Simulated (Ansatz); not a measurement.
Molecule: C$_{4}$H$_{12}$V, charge 0, multiplicity 2. The spin state was set by rule; other spins were not relaxed. 
Structure (B3LYP-D3(BJ)/def2-TZVP (Ansatz, a first-principles code) minimum search):
```
V
C 1 2.0214
H 2 1.0932 1 112.49
H 2 1.0932 3 109.74 1 -126.05
H 2 1.0978 3 108.91 4 -119.14
C 1 2.0214 2 105.81 3 -62.27
H 6 1.0932 1 112.49 2 -62.27
H 6 1.0932 7 109.74 1 -126.05
H 6 1.0978 7 108.91 8 -119.14
C 1 2.0214 2 111.33 3 176.63
H 10 1.0932 1 112.49 2 176.63
H 10 1.0932 11 109.74 1 -126.05
H 10 1.0978 11 108.91 12 -119.14
C 1 2.0214 2 111.33 3 58.82
H 14 1.0932 1 112.49 2 -176.63
H 14 1.0932 15 109.74 1 126.05
H 14 1.0978 15 108.91 16 119.14
```
Charge 0, spin multiplicity 2.

Property: atomisation energy (electronic, to ground-state atoms), in kcal/mol. Valence correlation only, unless marked. Open shells are spin-unrestricted. No spin-orbit coupling. The frozen core is the preceding noble-gas configuration, with the filled d and f shells of earlier blocks. No relativistic terms. The coupled-cluster limit lacks core correlation, which all-electron functionals hold. CBS marks a two-point X^-3 extrapolation of the correlation energy; Hartree-Fock from the larger set. The bracket is a focal-point correction in the basis named.

| level | program | atomisation energy (kcal/mol) |
|---|---|---|
| PBE-D4/def2-TZVPD | Ansatz + dftd4 | 1497.0 |
| r2SCAN-D3(BJ)/def2-TZVPD | Ansatz + dftd3 | 1475.5 |
| B3LYP-D4/def2-TZVPD | Ansatz + dftd4 | 1461.0 |
| BHLYP-D3(BJ)/def2-TZVPD | Ansatz + dftd3 | 1403.6 |
| SCS-MP2/STO-3G | Ansatz | 1608.1 |
| CCSD(T)/STO-3G | Ansatz | 1619.1 |
| RI-MP2/CBS(def2-TZVPP,def2-QZVPP)+[CCSD(T)-MP2]/def2-TZVPP | Ansatz | 1443.2 |

The UHF reference is spin-contaminated (<S^2> 0.18 over the pure value in the largest basis).
